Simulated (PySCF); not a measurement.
In(Me)(Et)(OH), C3H9InO, SMILES C[CH2][In]([CH3])[OH], singlet, B3LYP/def2-SVP optimised geometry.

```
14

In    -0.87     0.25     0.00
C     -2.44    -1.27     0.00
H     -2.01    -2.28     0.07
H     -3.02    -1.20    -0.94
H     -3.12    -1.10     0.85
C      1.32     0.25     0.00
C      2.02    -1.11     0.08
H      1.61     0.90     0.84
H      1.61     0.80    -0.91
H      1.76    -1.76    -0.77
H      1.76    -1.66     1.00
H      3.12    -1.01     0.07
O     -1.50     2.18     0.00
H     -2.46     2.28     0.00
```

Density from B3LYP/def2-TZVP, def2 effective core potentials past Kr (PySCF) at that geometry. The core electrons that the potentials of In replace are not part of the density.

Minimum of the electron density along straight lines between bonded atoms, close to the bond critical point (lines longer than 1.1 times the sum of covalent radii, or with two minima, are not listed):

```csv
bond,length / Å,ρ at the minimum / e bohr⁻³,∇²ρ there / e bohr⁻⁵,position (fraction from the first atom)
In1–C2,2.187,0.093,0.14,0.52
C2–H3,1.099,0.270,-0.89,0.64
C2–H4,1.101,0.268,-0.88,0.64
C2–H5,1.101,0.268,-0.88,0.64
In1–C6,2.189,0.094,0.13,0.52
C6–C7,1.530,0.242,-0.59,0.50
C6–H8,1.103,0.270,-0.89,0.64
C6–H9,1.103,0.270,-0.89,0.64
C7–H10,1.103,0.272,-0.91,0.64
C7–H11,1.103,0.272,-0.91,0.64
C7–H12,1.105,0.271,-0.90,0.64
In1–O13,2.032,0.102,0.44,0.52
O13–H14,0.966,0.355,-2.27,0.79
```
